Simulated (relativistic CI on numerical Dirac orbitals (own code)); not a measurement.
Energy levels of Zr¹²⁺

Computed by Dirac-Coulomb-Breit CI, orbitals from a KLI potential per configuration, model QED (radiative potential, 1s self-energy scaled to tabulated hydrogen-like ionisation energies), unscaled Slater integrals (own radial code, finite nucleus).

CI space (outside the closed core [Ne] 3s2): 3p6 3d10, 3p6 3d9 4s, 3p6 3d9 4p, 3p6 3d9 4d, 3p6 3d8 4s2, 3p6 3d8 4s 4p, 3p6 3d9 4f, 3p6 3d9 5s, 3p6 3d8 4p2, 3p6 3d9 5p, 3p6 3d8 4s 4d, 3p5 3d10 4s, 3p6 3d9 5d, 3p6 3d8 4p 4d, 3p6 3d9 5f, 3p5 3d10 4p. Levels of other configurations are missing.

| No. | Configuration | Term | J | E (eV) | % | Next component (%) | Landé g |
| --- | --- | --- | --- | --- | --- | --- | --- |
| 1 | 3p6 3d10 | 1S | 0 | 0.000 | 100 |  |  |
| 2 | 3p6 3d9 4s | 3D | 3 | 162.811 | 100 |  | 1.332 |
| 3 | 3p6 3d9 4s | 3D | 2 | 163.375 | 63 | 37 1D | 1.104 |
| 4 | 3p6 3d9 4s | 3D | 1 | 165.288 | 100 |  | 0.496 |
| 5 | 3p6 3d9 4s | 1D | 2 | 165.886 | 63 | 37 3D | 1.059 |
| 6 | 3p6 3d9 4p | 3P° | 2 | 188.407 | 84 | 12 3D° | 1.436 |
| 7 | 3p6 3d9 4p | 3F° | 3 | 189.402 | 56 | 32 1F° | 1.083 |
| 8 | 3p6 3d9 4p | 3P° | 1 | 191.170 | 87 | 13 3D° | 1.369 |
| 9 | 3p6 3d9 4p | 3F° | 2 | 191.396 | 89 | 7 3D° | 0.729 |
| 10 | 3p6 3d9 4p | 3F° | 4 | 191.814 | 100 |  | 1.249 |
| 11 | 3p6 3d9 4p | 3P° | 0 | 192.951 | 100 |  |  |
| 12 | 3p6 3d9 4p | 1D° | 2 | 193.048 | 66 | 23 3D° | 1.081 |
| 13 | 3p6 3d9 4p | 3D° | 3 | 193.481 | 71 | 29 1F° | 1.235 |
| 14 | 3p6 3d9 4p | 1P° | 1 | 193.602 | 80 | 18 3D° | 0.914 |
| 15 | 3p6 3d9 4p | 3F° | 3 | 194.856 | 44 | 38 1F° | 1.095 |
| 16 | 3p6 3d9 4p | 3D° | 1 | 195.351 | 69 | 20 1P° | 0.710 |
| 17 | 3p6 3d9 4p | 3D° | 2 | 195.834 | 59 | 30 1D° | 1.081 |
| 18 | 3p6 3d9 4d | 3S | 1 | 231.897 | 88 | 10 3P | 1.936 |
| 19 | 3p6 3d9 4d | 3G | 4 | 234.256 | 61 | 37 1G | 1.034 |
| 20 | 3p6 3d9 4d | 3P | 2 | 234.337 | 66 | 32 3D | 1.380 |
| 21 | 3p6 3d9 4d | 1P | 1 | 234.402 | 52 | 26 3P | 1.035 |
| 22 | 3p6 3d9 4d | 3G | 5 | 234.407 | 100 |  | 1.199 |
| 23 | 3p6 3d9 4d | 3D | 3 | 235.005 | 73 | 21 3F | 1.245 |
| 24 | 3p6 3d9 4d | 3G | 3 | 235.475 | 39 | 32 1F | 0.966 |
| 25 | 3p6 3d9 4d | 3P | 0 | 235.613 | 100 |  |  |
| 26 | 3p6 3d9 4d | 3D | 2 | 235.732 | 35 | 29 1D | 1.119 |
| 27 | 3p6 3d9 4d | 3F | 4 | 235.908 | 68 | 26 1G | 1.172 |
| 28 | 3p6 3d9 4d | 3P | 1 | 236.192 | 45 | 42 1P | 1.298 |
| 29 | 3p6 3d9 4d | 3G | 3 | 236.831 | 54 | 32 1F | 0.875 |
| 30 | 3p6 3d9 4d | 3D | 1 | 237.034 | 75 | 19 3P | 0.728 |
| 31 | 3p6 3d9 4d | 1G | 4 | 237.466 | 37 | 32 3G | 1.092 |
| 32 | 3p6 3d9 4d | 3D | 2 | 237.968 | 33 | 32 3F | 0.995 |
| 33 | 3p6 3d9 4d | 3F | 2 | 238.280 | 52 | 46 1D | 0.835 |
| 34 | 3p6 3d9 4d | 3F | 3 | 238.436 | 53 | 36 1F | 1.077 |
| 35 | 3p6 3d9 4d | 1S | 0 | 253.696 | 96 | 3 3p6 3d9 5d 1S |  |
| 36 | 3p6 3d9 4f | 3P° | 0 | 274.532 | 100 |  |  |
| 37 | 3p6 3d9 4f | 3P° | 1 | 274.793 | 93 | 7 3D° | 1.427 |
| 38 | 3p6 3d9 4f | 3P° | 2 | 275.238 | 71 | 18 3D° | 1.384 |
| 39 | 3p6 3d9 4f | 3H° | 6 | 275.541 | 100 |  | 1.166 |
| 40 | 3p6 3d9 4f | 3H° | 5 | 275.744 | 57 | 43 1H° | 1.019 |
| 41 | 3p6 3d9 4f | 1D° | 2 | 276.263 | 39 | 34 3F° | 0.928 |
| 42 | 3p6 3d9 4f | 3D° | 3 | 276.303 | 62 | 35 3F° | 1.231 |
| 43 | 3p6 3d9 4f | 3F° | 4 | 276.562 | 82 | 10 3G° | 1.209 |
| 44 | 3p6 3d9 4f | 3H° | 4 | 276.673 | 36 | 36 1G° | 0.940 |
| 45 | 3p6 3d9 4f | 3G° | 5 | 276.745 | 69 | 21 1H° | 1.141 |

Energies count from the lowest computed level; ° marks odd parity.

The mean weight of the leading LS term, summed over parents, in these 45 levels is 70 %, and that of the leading jj configuration (from the same eigenvectors) 81 %, so jj coupling describes them better and the LS labels are nominal.

At this charge energies of transitions that change n are usually good to better than 1 %, and those within a shell (Δn = 0) to a few per cent.

LS names give the leading component of a level, which can be under half, so a name can repeat, a term be missing and a line seem to break the LS rules.
